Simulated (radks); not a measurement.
The lead ion Pb6+, 76 electrons, occupied as [Xe] 4f14 5d8 (the NIST ground configuration).

Calculated with a radial shooting solver on a logarithmic mesh with Libxc functionals: Dirac Kohn-Sham, BLYP, spin-unpolarised, spherical densities, point nucleus; open shells fill j = l - 1/2 first.

Energy parts (eV):
| part | energy |
|---|---|
| total | -569275.81 |
| kinetic | 662982.35 |
| electron-nucleus | -1435158.28 |
| Hartree | 213477.05 |
| exchange-correlation | -10576.93 |

Orbitals (lengths in bohr, moments of r in powers of bohr):
| orbital | occ. | eigenvalue (eV) | <r> |
|---|---|---|---|
| 1s1/2 | 2 | -88070.01 | 0.01604 |
| 2s1/2 | 2 | -15804.13 | 0.06689 |
| 2p1/2 | 2 | -15178.93 | 0.05487 |
| 2p3/2 | 4 | -12988.33 | 0.06379 |
| 3s1/2 | 2 | -3853.555 | 0.1739 |
| 3p1/2 | 2 | -3571.819 | 0.1644 |
| 3p3/2 | 4 | -3083.033 | 0.1807 |
| 3d3/2 | 4 | -2620.646 | 0.1570 |
| 3d5/2 | 6 | -2516.647 | 0.1619 |
| 4s1/2 | 2 | -933.4567 | 0.3840 |
| 4p1/2 | 2 | -811.5894 | 0.3852 |
| 4p3/2 | 4 | -691.8562 | 0.4198 |
| 4d3/2 | 4 | -493.5535 | 0.4244 |
| 4d5/2 | 6 | -471.2064 | 0.4355 |
| 5s1/2 | 2 | -221.5224 | 0.8478 |
| 4f5/2 | 6 | -214.4149 | 0.4499 |
| 4f7/2 | 8 | -209.3683 | 0.4561 |
| 5p1/2 | 2 | -179.5074 | 0.9015 |
| 5p3/2 | 4 | -156.3636 | 0.9857 |
| 5d3/2 | 4 | -96.6816 | 1.180 |
| 5d5/2 | 4 | -93.6251 | 1.212 |
| 6s1/2 | 0 | -74.5720 | 1.871 |
| 6p1/2 | 0 | -62.7060 | 2.066 |
| 6p3/2 | 0 | -58.2063 | 2.216 |
| 5f5/2 | 0 | -41.9231 | 2.065 |
| 6d3/2 | 0 | -41.8922 | 2.722 |
| 5f7/2 | 0 | -41.7146 | 2.082 |
| 6d5/2 | 0 | -41.2308 | 2.765 |

The highest occupied level is 5d5/2 at -93.625 eV. For comparison, the ionisation energy in NIST's Atomic Spectra Database is 100 eV (theoretical). In exact Kohn-Sham theory the highest level is minus the ionisation energy, but local and semilocal functionals leave it too shallow, through self-interaction and a potential that decays too fast; potentials with the right tail come closer.

Beside tabulated values, note that spin-unpolarised runs miss the spin-polarisation part of the exchange energy of open shells.
